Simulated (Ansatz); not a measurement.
Mo7⁺, 7 atoms. Hardware: 4 threads of Arm Neoverse V2 on a shared host.

In the def2 sets Mo takes a core potential; there is no spin–orbit coupling. Correlated methods freeze no core orbitals; core or outer-core shells of Mo are correlated, in sets that lack core-valence functions.

Q: How many basis functions does each of these Ansatz runs have, and roughly what does it cost? HF/def2-TZVP, charge 1 doublet, energy, from earlier orbitals; PBE-D4/def2-SVP, charge 1 doublet, relaxation, 24 steps; PBE-D4/def2-SVP, charge 1 doublet, energy, from earlier orbitals; PBE0-D4/def2-SVP, charge 1 doublet, energy, from earlier orbitals; MP2/def2-TZVP, charge 1 doublet, energy, from earlier orbitals; PBE-D4/def2-TZVP, charge 1 doublet, energy and forces, from earlier orbitals; RPA@PBE/def2-TZVP, charge 1 doublet, energy, from earlier orbitals; r2SCAN-D4/def2-TZVP, charge 1 doublet, energy, from earlier orbitals; PBE0-D4/def2-TZVP, charge 1 doublet, energy, from earlier orbitals; LC-ωPBE/def2-TZVP, charge 1 doublet, energy, from earlier orbitals; PBE-D4/def2-SVP, charge 1 doublet, energy with a search over starts.

A: Other jobs shared the machine, so times can vary by a factor of up to 3.

| run | functions | fitting or Cholesky vectors | wall time | peak host memory (GiB) |
| --- | --- | --- | --- | --- |
| PBE-D4/def2-SVP, charge 1 doublet, energy, from earlier orbitals | 217 | 2121 | 22 s | 0.56 |
| PBE-D4/def2-TZVP, charge 1 doublet, energy and forces, from earlier orbitals | 280 | 2156 | 25 s | 0.77 |
| PBE0-D4/def2-SVP, charge 1 doublet, energy, from earlier orbitals | 217 | 2289 | 42 s | 1.3 |
| MP2/def2-TZVP, charge 1 doublet, energy, from earlier orbitals | 280 | 2499 | 53 s | 1.7 |
| RPA@PBE/def2-TZVP, charge 1 doublet, energy, from earlier orbitals | 280 | 2499 | 55 s | 1.8 |
| PBE-D4/def2-SVP, charge 1 doublet, energy with a search over starts | 217 | 2121 | 70 s | 0.75 |
| PBE0-D4/def2-TZVP, charge 1 doublet, energy, from earlier orbitals | 280 | 2499 | 95 s | 2 |
| LC-ωPBE/def2-TZVP, charge 1 doublet, energy, from earlier orbitals | 280 | 2156 | 1.9 min | 1.8 |
| HF/def2-TZVP, charge 1 doublet, energy, from earlier orbitals | 280 | 3220 | 3.1 min | 1.8 |
| r2SCAN-D4/def2-TZVP, charge 1 doublet, energy, from earlier orbitals | 280 | 2156 | 3.2 min | 1.9 |
| PBE-D4/def2-SVP, charge 1 doublet, relaxation, 24 steps | 217 | 2121 | 6.5 min | 0.92 |
